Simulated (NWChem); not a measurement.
System: CH$_{3}$ClSi, singlet; SMILES C[Si]Cl

Parts of the log:

```
             Northwest Computational Chemistry Package (NWChem) 7.3.0
             --------------------------------------------------------

                             Geometry "geometry" -> ""
                             -------------------------

 Output coordinates in angstroms (scale by  1.889725989 to convert to a.u.)

  No.       Tag          Charge          X              Y              Z
 ---- ---------------- ---------- -------------- -------------- --------------
    1 Si                  14.0000     0.78400800    -0.53225600     0.00308400
    2 Cl                  17.0000    -0.21457100     1.32370700    -0.00262800
    3 C                    6.0000    -0.74305400    -1.65977400     0.00351700
    4 H                    1.0000    -0.46227600    -2.72463400     0.01271100
    5 H                    1.0000    -1.36659500    -1.46233200    -0.88643400
    6 H                    1.0000    -1.37687000    -1.44865900     0.88306500

 Effective nuclear repulsion energy (a.u.)     127.3122837429

                              NWChem Property Module
                              ----------------------

  itol2e modified to match energy
  convergence criterion.

                                 NWChem DFT Module
                                 -----------------

 Summary of "ao basis" -> "ao basis" (spherical)
 ------------------------------------------------------------------------------
       Tag                 Description            Shells   Functions and Types
 ---------------- ------------------------------  ------  ---------------------
 Si                         pcsseg-1                10       24   4s5p1d
 Cl                         pcsseg-1                10       24   4s5p1d
 C                          pcsseg-1                 7       17   3s3p1d
 H                          pcsseg-1                 3        5   2s1p

  itol2e modified to match energy
  convergence criterion.

[...]

          -----------------------------------------
          Chemical Shielding Tensors (GIAO, in ppm)
          -----------------------------------------

                                NWChem CPHF Module
                                ------------------

  scftype          =     RHF
  nclosed          =       20
  nopen            =        0
  variables        =     1200
  # of vectors     =        3
  tolerance        = 0.10D-03
  level shift      = 0.00D+00
  max iterations   =       50
  max subspace     =       30

 SCF residual:    2.5321449981045484E-005

Iterative solution of linear equations
  No. of variables     1200
  No. of equations        3
  Maximum subspace       30
        Iterations       50
       Convergence  1.0D-04

   iter   nsub   residual    time
   ----  ------  --------  ---------
     1      3    6.62D-05      12.8

      Atom:    1  Si
        Diamagnetic
    875.7470     -1.2436      0.0052
     -1.2436    881.7429     -0.0204
      0.0052     -0.0204    873.8599

        Paramagnetic
   -719.9918    165.6354     -0.4554
    165.6354  -1904.4956      3.2866
     -0.4554      3.2866   -645.3335

        Total Shielding Tensor
    155.7551    164.3917     -0.4502
    164.3917  -1022.7527      3.2662
     -0.4502      3.2662    228.5264

           isotropic =    -212.8237
          anisotropy =   -1248.6587

          Principal Components and Axis System
                 1           2           3
            -1045.2628    228.5349    178.2567

      1        -0.1356     -0.0004      0.9908
      2         0.9908      0.0026      0.1356
      3        -0.0026      1.0000      0.0001

      Atom:    2  Cl
        Diamagnetic
   1148.1934     -1.8010      0.0043
     -1.8010   1154.6400     -0.0182
      0.0043     -0.0182   1147.5854

        Paramagnetic
   -978.3931   -357.8655     -0.2635
   -357.8655  -1180.9941      1.5972
     -0.2635      1.5972   -204.2975

        Total Shielding Tensor
    169.8003   -359.6665     -0.2592
   -359.6665    -26.3540      1.5790
     -0.2592      1.5790    943.2879

           isotropic =     362.2447
          anisotropy =     871.5703

          Principal Components and Axis System
                 1           2           3
              943.2916    444.5195   -301.0769

      1        -0.0013      0.7947      0.6070
      2         0.0021     -0.6070      0.7947
      3         1.0000      0.0023     -0.0009

      Atom:    3  C
        Diamagnetic
    257.1174      3.4815     -0.0087
      3.4815    259.9457     -0.0169
     -0.0087     -0.0169    253.1476

        Paramagnetic
   -102.2058     41.8355     -0.1880
     41.8355   -150.3400      0.0727
     -0.1880      0.0727   -103.4538

        Total Shielding Tensor
    154.9116     45.3170     -0.1967
     45.3170    109.6057      0.0559
     -0.1967      0.0559    149.6939

           isotropic =     138.0704
          anisotropy =      67.2784

          Principal Components and Axis System
                 1           2           3
              182.9227    149.6937     81.5948

      1         0.8506      0.0024     -0.5258
      2         0.5258      0.0041      0.8506
      3        -0.0042      1.0000     -0.0022

      Atom:    4  H
        Diamagnetic
     26.1471     -1.9520      0.0217
     -1.9520     41.7455     -0.1281
      0.0217     -0.1281     24.8542

        Paramagnetic
      1.9526      1.0665     -0.0203
      1.0665    -11.8264      0.0962
     -0.0203      0.0962      2.5755

[...]
```

Level: KT2/pcSseg-1, GIAO. Low-valent species are run as closed-shell singlets; no triplet was tried in these runs. All runs use the structure optimised with PBE0/def2-SVP. The printed shielding anisotropy is the first printed principal value minus the mean of the other two.

Which NWChem input produces such a log?

This is not unique; one that fits is the input that was run:
```
start job
memory heap 200 mb stack 900 mb global 1100 mb
geometry units angstroms noautosym nocenter noautoz
  Si     0.784008    -0.532256     0.003084
  Cl    -0.214571     1.323707    -0.002628
  C     -0.743054    -1.659774     0.003517
  H     -0.462276    -2.724634     0.012711
  H     -1.366595    -1.462332    -0.886434
  H     -1.376870    -1.448659     0.883065
end
basis spherical
  Si library pcsseg-1
  Cl library pcsseg-1
  C library pcsseg-1
  H library pcsseg-1
end
dft
  xc kt2
  iterations 150
end
property
  shielding 5 1 2 3 4 5
end
task dft property
```
